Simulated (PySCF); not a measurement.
C7H15, SMILES C(CCC)C[CH]C, multiplicity 2. Atoms are numbered in the order given.

```xyz
22

C      3.4064    -0.7649    -0.0139
C      2.6783     0.4963     0.3028
C      1.2752     0.4805     0.8144
C      0.2144     0.1690    -0.2654
C     -1.2144     0.1503     0.2769
C     -2.2721    -0.1586    -0.7843
C     -3.6971    -0.1754    -0.2333
H      3.1859    -1.5563     0.7245
H      4.4983    -0.6176    -0.0442
H      3.1202    -1.1804    -1.0047
H      3.0835     1.4406    -0.0779
H      1.1786    -0.2782     1.6154
H      1.0277     1.4533     1.2747
H      0.2941     0.9155    -1.0757
H      0.4443    -0.8072    -0.7287
H     -1.4406     1.1266     0.7445
H     -1.2859    -0.5944     1.0914
H     -2.1973     0.5864    -1.5971
H     -2.0430    -1.1340    -1.2503
H     -3.9654     0.7991     0.2080
H     -4.4350    -0.3999    -1.0198
H     -3.8100    -0.9358     0.5574
```
Charge 0, spin multiplicity 2.

Geometry: B3LYP-D3(BJ)/def2-SVP. The isomer is the one that the SMILES or the coordinates give; other isomers of the formula were not compared. The values are those of a single conformer.

Level of theory: PBE/def2-SVP in PySCF.

ESP charges are fitted to the potential on shells at 1.4 to 2.0 van der Waals radii. Atomic charges (e):

```tsv
atom	meta-Löwdin	Löwdin	Mulliken	ESP fit	Mulliken spin
C1	-0.30	-0.08	-0.01	-0.34	-0.08
C2	-0.11	-0.03	-0.16	-0.12	1.02
C3	-0.18	-0.06	0.03	-0.12	-0.08
C4	-0.16	-0.04	-0.02	0.20	0.05
C5	-0.17	-0.05	-0.03	-0.15	0.01
C6	-0.16	-0.05	-0.04	0.19	0.00
C7	-0.29	-0.07	-0.02	-0.28	0.00
H8	0.10	0.03	0.03	0.11	0.02
H9	0.11	0.04	0.03	0.10	0.01
H10	0.10	0.04	0.04	0.10	0.07
H11	0.09	0.01	0.02	0.09	-0.05
H12	0.09	0.03	0.01	0.05	0.02
H13	0.09	0.03	0.01	0.03	0.01
H14	0.09	0.02	0.01	-0.04	0.00
H15	0.08	0.02	0.01	-0.02	0.00
H16	0.08	0.02	0.01	0.03	0.00
H17	0.08	0.02	0.01	0.02	0.00
H18	0.09	0.02	0.01	-0.03	0.00
H19	0.09	0.02	0.01	-0.03	0.00
H20	0.09	0.03	0.02	0.06	0.00
H21	0.10	0.03	0.02	0.06	0.00
H22	0.09	0.03	0.02	0.07	0.00
```

Computed Mayer and Wiberg (Löwdin basis) orders of the bonds:
```csv
bond,Mayer,Wiberg
C1–C2,1.12,1.15
C2–C3,1.10,1.13
C3–C4,1.06,1.01
C4–C5,1.09,1.04
C5–C6,1.09,1.04
C6–C7,1.11,1.06
C1–H8,0.96,0.95
C1–H9,0.96,0.95
C1–H10,0.94,0.93
C2–H11,0.96,0.97
C3–H12,0.92,0.92
C3–H13,0.92,0.93
C4–H14,0.93,0.93
C4–H15,0.93,0.93
C5–H16,0.93,0.93
C5–H17,0.93,0.93
C6–H18,0.94,0.93
C6–H19,0.94,0.93
C7–H20,0.97,0.96
C7–H21,0.96,0.96
C7–H22,0.97,0.96
```
